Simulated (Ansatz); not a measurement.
`BC#CBO` + `[CH2]1[NH][AlH]1` → `B[N]1[CH2][AlH]1` + `C#CBO` at 500 K and 1 bar (ligand exchange at a B–C bond).

Gas-phase electronic energies from Ansatz, PBE0-D4/def2-TZVP geometries. CCSD(T)/CBS is the MP2 limit (def2-TZVPP, def2-QZVPP) plus CCSD(T) − MP2 in def2-TZVPP, frozen cores. Each species was taken in one conformer, which may not be the lowest.

| species | CCSD(T)/CBS energy (Eh) | H − E (kJ/mol) | S (J/(mol·K)) |
| --- | --- | --- | --- |
| `BC#CBO` | -203.26178 | 194.5 | 375.2 |
| `[CH2]1[NH][AlH]1` | -337.12157 | 155.2 | 310.9 |
| `B[N]1[CH2][AlH]1` | -362.54602 | 194.3 | 356.6 |
| `C#CBO` | -177.86821 | 154.8 | 324.5 |

H − E and S are ideal-gas, rigid-rotor, harmonic terms from PBE0-D4/def2-TZVP, for one conformer and one mirror image of each species. 1 Eh = 2625.50 kJ/mol, R = 8.31446 J/(mol·K).

Problem. By hand: ΔE, ΔH, ΔS and ΔG.

Solution. ΔE = (-362.54602) + (-177.86821) − (-203.26178) − (-337.12157) = -0.03088 Eh = -81.1 kJ/mol. Δ(H − E) = 194.3 + 154.8 − 194.5 − 155.2 = -0.6, so ΔH = -81.7 kJ/mol. ΔS = 356.6 + 324.5 − 375.2 − 310.9 = -5.0 J/(mol·K). ΔG = -81.7 − 500 × (-5.0)/1000 = -79.2 kJ/mol.

Problem. By hand: the equilibrium constant, and the temperature at which ΔG would vanish if ΔH and ΔS stayed fixed.

Solution. log₁₀ K = −ΔG/(RT ln 10) = 8.3. ΔG = 0 at ΔH/ΔS = 16340 K, far beyond where these terms or the molecules hold.

The number of gas molecules stays the same, so ΔS is small and ΔH decides. A doubt of 5 kJ/mol in ΔE shifts log₁₀ K by 0.5 here. Other conformers and mirror images would add mixing entropy, several J/(mol·K) or more a flexible species. These are equilibria of isolated gas molecules and say nothing of rates. Largest T1 diagnostic: 0.016 (customary marks: 0.02 for closed shells, 0.045 for open ones).
